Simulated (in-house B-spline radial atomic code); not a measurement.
Radial electron density of Sn⁷⁺, [Kr] 4d7. Method: scalar-relativistic (X2C) B97-1, spin-polarised, spherical fractional occupations, Fermi nucleus of rms radius 4.6519 fm. Calculated with a radial B-spline atomic code at the basis-set limit.

Caution: exact exchange at fractional occupations of open shells leaves self-interaction of up to several eV.

One-electron X2C: radii and densities carry no picture-change correction, so inner-shell <1/r> comes out high (for 1s by about 2 % at Z = 33, 5 % at 54, 10 % at 75, 30 % at 118) and <r> low.

Columns: r (bohr), 4πr²n(r) (electrons per bohr), bar.

```
0.000865    1.799 #
 0.00105    2.454 #
 0.00127    3.319 ##
 0.00154    4.488 ##
 0.00187    6.051 ###
 0.00227    8.104 ####
 0.00275    10.74 ######
 0.00334    14.15 ########
 0.00405    18.39 ##########
 0.00491    23.57 #############
 0.00595    29.69 ################
 0.00722    36.68 ####################
 0.00876     44.2 ########################
  0.0106    51.57 ############################
  0.0129    58.28 ###############################
  0.0156    62.97 ##################################
  0.0189    65.03 ###################################
   0.023    63.99 ##################################
  0.0279    60.56 ################################
  0.0338    56.76 ##############################
   0.041    55.44 ##############################
  0.0497    59.06 ################################
  0.0603    67.69 ####################################
  0.0731    77.55 #########################################
  0.0886    82.49 ############################################
   0.107    78.38 ##########################################
    0.13     67.1 ####################################
   0.158     57.7 ###############################
   0.192    58.12 ###############################
   0.232    65.15 ###################################
   0.282    66.92 ####################################
   0.342    54.99 #############################
   0.415    35.51 ###################
   0.503    22.27 ############
    0.61    20.21 ###########
    0.74    22.16 ############
   0.897    20.02 ###########
    1.09    13.26 #######
    1.32    6.464 ###
     1.6    2.285 #
    1.94   0.5721 
    2.35  0.09691 
    2.85 0.009777 
    3.46 0.000519
```

On this grid the curve has 4 maxima, near 0.0189, 0.0886, 0.282, 0.74 bohr.

The 4p up radial function P(r) = rR(r), positive near the nucleus:

```json
{"r (bohr)": "0.00105", "P": "0.001349"}
{"r (bohr)": "0.00154", "P": "0.002541"}
{"r (bohr)": "0.00227", "P": "0.004886"}
{"r (bohr)": "0.00334", "P": "0.009433"}
{"r (bohr)": "0.00491", "P": "0.01819"}
{"r (bohr)": "0.00722", "P": "0.03481"}
{"r (bohr)": "0.0106", "P": "0.06524"}
{"r (bohr)": "0.0156", "P": "0.1187"}
{"r (bohr)": "0.023", "P": "0.2048"}
{"r (bohr)": "0.0338", "P": "0.3213"}
{"r (bohr)": "0.0497", "P": "0.4348"}
{"r (bohr)": "0.0731", "P": "0.447"}
{"r (bohr)": "0.107", "P": "0.2198"}
{"r (bohr)": "0.158", "P": "-0.281"}
{"r (bohr)": "0.232", "P": "-0.6836"}
{"r (bohr)": "0.342", "P": "-0.3896"}
{"r (bohr)": "0.503", "P": "0.5898"}
{"r (bohr)": "0.74", "P": "1.241"}
{"r (bohr)": "1.09", "P": "0.918"}
{"r (bohr)": "1.6", "P": "0.3004"}
{"r (bohr)": "2.35", "P": "0.03688"}
```
